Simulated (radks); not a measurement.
Results of a calculation; reference values are marked as such.
The table gives one normalised radial function P(r) = r R(r) of Li2+ in 1s1 (r in bohr). Code: a radial shooting solver on a logarithmic mesh with Libxc functionals. Model: scalar-relativistic Kohn-Sham, PBE, spin-polarised, spherical densities, point nucleus; open shells are filled with parallel spins first.

r,P
0.0359,0.3368
0.03858,0.3590
0.04179,0.3852
0.04491,0.4100
0.04865,0.4391
0.05228,0.4667
0.05664,0.4989
0.06086,0.5293
0.06593,0.5646
0.07085,0.5978
0.07676,0.6360
0.08249,0.6717
0.08864,0.7085
0.09603,0.7504
0.1032,0.7890
0.1118,0.8327
0.1201,0.8724
0.1301,0.9167
0.1399,0.9565
0.1515,1.0001
0.1628,1.0385
0.1764,1.0796
0.1895,1.1147
0.2053,1.1510
0.2207,1.1807
0.239,1.2098
0.2569,1.2317
0.2783,1.2506
0.2991,1.2621
0.324,1.2682
0.3482,1.2669
0.3771,1.2576
0.4053,1.2416
0.4356,1.2183
0.4718,1.1836
0.5071,1.1445
0.5493,1.0927
0.5903,1.0390
0.6395,0.9721
0.6872,0.9065
0.7444,0.8287
0.8,0.7557
0.8667,0.6727
0.9314,0.5979
1.009,0.5161
1.084,0.4452
1.175,0.3709
1.262,0.3090
1.367,0.2468
1.469,0.1974
1.592,0.1501
1.711,0.1144
1.853,0.0822
1.991,0.0593

Which n and l does it have? It may be an empty orbital.

Answer. n = 1, l = 0: the number of nodes gives n - l - 1 = 0, the rise at small r (about r^(l+1)) gives l, and the extent must fit the shell. The curve is that of 1s up; the table hardly tells the two spins apart. 1s up: eigenvalue -103.69 eV, 0 radial nodes, <r> = 0.505 bohr, 90 % of the charge inside 0.900 bohr.
